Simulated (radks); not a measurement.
Initial-state core-level shifts of the lead ion Pb+ when its valence configuration changes from [Hg] 6p1. All-electron calculation, scalar-relativistic Kohn-Sham, PBE, spin-unpolarised, spherical densities, finite nucleus; Fermi nuclear charge, rms radius 5.5012 fm. Program: a radial shooting solver on a logarithmic mesh with Libxc functionals. Shifts are changes of the shell-averaged eigenvalues in eV (positive: less bound); the change of the density at the nucleus, which sets a Mossbauer isomer shift, is in e/bohr^3, on a base of 2.955e+06.

valence                             3s       3d       5s       5p  density at nucleus
[Xe] 4f14 5d9 6s2 6p2           -6.362   -6.385   -5.881   -5.567               +80.3
[Xe] 4f14 5d8 6s2 6p3          -12.783  -12.834  -11.706  -11.042              +163.1
[Xe] 4f14 5d10 6s1 6p2          -1.861   -1.858   -1.860   -1.851              -265.2
[Xe] 4f13 5d10 6s2 6p2         -24.356  -24.176  -10.558   -9.003              +290.2
[Xe] 4f13 5d9.5 6s2 6p2.5      -27.639  -27.473  -13.540  -11.815              +332.6
[Xe] 4f14 5d9.5 6s2 6p1.5       -3.175   -3.186   -2.949   -2.797               +39.8
[Xe] 4f14 5d10 6s1.5 6p1.5      -0.942   -0.941   -0.942   -0.938              -130.1
[Xe] 4f13.5 5d9.5 6s1.5 6p2.5  -16.180  -16.100   -9.116   -8.172               +38.0
[Xe] 4f12.5 5d9.5 6s1.5 6p3.5  -41.090  -40.835  -19.728  -17.200              +319.5
